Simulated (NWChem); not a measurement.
System: BeHOCl; SMILES [Cl][Be][OH]

The following NWChem deck was run.

```
start job
memory heap 200 mb stack 900 mb global 1100 mb
geometry units angstroms
  Be     0.045545     0.633275     0.000001
  Cl    -0.080788    -1.179817    -0.000000
  O      0.202873     2.033792     0.000000
  H     -0.431979     2.742103    -0.000001
end
basis spherical
  * library 3-21g
end
dft
  xc b3lyp
  iterations 150
end
driver
  maxiter 120
end
task dft optimize
task dft freq
```

The level has its own optimisation; frequencies are unscaled.

### Question
What results follow from this input? (B3LYP/3-21G.) Quantities: r Be–Cl (Å); r Be–O (Å); r H–O (Å); highest harmonic frequency (cm⁻¹); lowest (cm⁻¹); zero-point energy (kcal/mol); dipole (D).

### Answer
The r Be–Cl (Å) is 1.844 and the r Be–O (Å) is 1.385. The r H–O (Å) is 0.964. The highest harmonic frequency (cm⁻¹) is 3889, the lowest (cm⁻¹) is 171 and the zero-point energy (kcal/mol) is 9.6. The dipole (D) is 3.84.
